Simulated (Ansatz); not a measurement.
Born–Oppenheimer molecular dynamics of BFH₃NO (7 atoms, charge 0, multiplicity 1). It starts from a relaxed structure.

Theory: RKS PBE0/def2-SVP (Ansatz 0.2.0).

```json
{"ensemble": "NVT, Langevin thermostat", "time step": "1 fs", "steps asked": "150", "set temperature": "400 K", "friction": "0.05 /fs", "seed": "253016"}
```

First frame:

```xyz
7
Properties=species:S:1:pos:R:3
B -0.107 0.052 0.011
O 0.001 -0.239 1.337
H -0.827 -0.493 1.749
F 1.021 0.413 -0.610
N -1.298 0.004 -0.742
H -2.203 -0.255 -0.379
H -1.299 0.236 -1.725
```

How far do the bonds stretch over the last three quarters of this one trajectory? (Pairs bonded in most of those frames.)


```json
{"bond": "B1–O2", "mean (Å)": "1.361", "spread (Å)": "0.029", "shortest": "1.31", "longest": "1.42"}
{"bond": "B1–F4", "mean (Å)": "1.340", "spread (Å)": "0.024", "shortest": "1.30", "longest": "1.40"}
{"bond": "B1–N5", "mean (Å)": "1.425", "spread (Å)": "0.021", "shortest": "1.39", "longest": "1.47"}
{"bond": "O2–H3", "mean (Å)": "0.962", "spread (Å)": "0.027", "shortest": "0.91", "longest": "1.01"}
{"bond": "N5–H6", "mean (Å)": "1.013", "spread (Å)": "0.023", "shortest": "0.97", "longest": "1.06"}
{"bond": "N5–H7", "mean (Å)": "1.016", "spread (Å)": "0.026", "shortest": "0.96", "longest": "1.08"}
```

Mean temperature of the second half: 372 K. A run of 0.15 ps of so small a system gives no equilibrium averages.

Time of the run: 4.9 min on 1 thread of Arm Neoverse V1 (shared host), peak memory 0.12 GiB.
